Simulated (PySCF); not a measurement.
4H-pyran-4-thione, C₅H₄OS.
Cartesian coordinates in Å at the GFN2-xTB level; atoms count from 1:
```
atom  x, y, z in Å
S1    -1.780    2.206    0.065
C2    -0.745    0.924    0.025
C3    -1.195   -0.442    0.018
C4    -0.306   -1.450   -0.015
O5     1.028   -1.272   -0.041
C6     1.483   -0.006   -0.034
C7     0.684    1.076   -0.004
H8    -2.253   -0.641    0.039
H9    -0.574   -2.497   -0.023
H10    2.562    0.037   -0.054
H11    1.101    2.068   -0.001
```

The closed-shell SCF was solved with PySCF and density fitting under several settings on one GFN2-xTB geometry (grid level 2 and gas phase unless stated).

```csv
settings,basis functions,SCF cycles,E (Eh),HOMO (eV),LUMO (eV),dipole (D)
PBE0/pcSseg-1,146,16,-665.8204,-6.05,-2.10,4.42
CAM-B3LYP/def2-SVPD,182,15,-665.8874,-7.43,-1.20,4.57
"BHandHLYP/6-31++G**, grid level 1",154,12,-666.1485,-7.15,-1.25,4.76
```

Problem. Estimate the rows for these settings: (1) OLYP/cc-pVDZ, IEF-PCM water, fitting basis def2-qzvpp-jkfit, energy threshold 1e-11 Eh; (2) PBE0/6-31G, IEF-PCM dichloromethane, energy threshold 1e-11 Eh.

Solution. 
| settings | basis functions | SCF cycles | E (Eh) | HOMO (eV) | LUMO (eV) | dipole (D) |
| --- | --- | --- | --- | --- | --- | --- |
| OLYP/cc-pVDZ, IEF-PCM water, fitting basis def2-qzvpp-jkfit, energy threshold 1e-11 Eh | 122 | 13 | -666.2819 | -4.78 | -2.45 | 6.88 |
| PBE0/6-31G, IEF-PCM dichloromethane, energy threshold 1e-11 Eh | 75 | 11 | -665.7603 | -6.29 | -2.01 | 6.72 |

Problem. Over all rows, what range does the HOMO–LUMO gap span?

Solution. From 2.33 eV (OLYP/cc-pVDZ, IEF-PCM water, fitting basis def2-qzvpp-jkfit, energy threshold 1e-11 Eh) to 6.23 eV (CAM-B3LYP/def2-SVPD). The functional of the narrowest has no exact exchange, that of the widest range-separated exact exchange.

Cycle counts include a coarse-grid stage where the run had one. All basis functions are spherical, in the Pople sets too. Geometry: GFN2-xTB; no vibrations or thermal averaging.
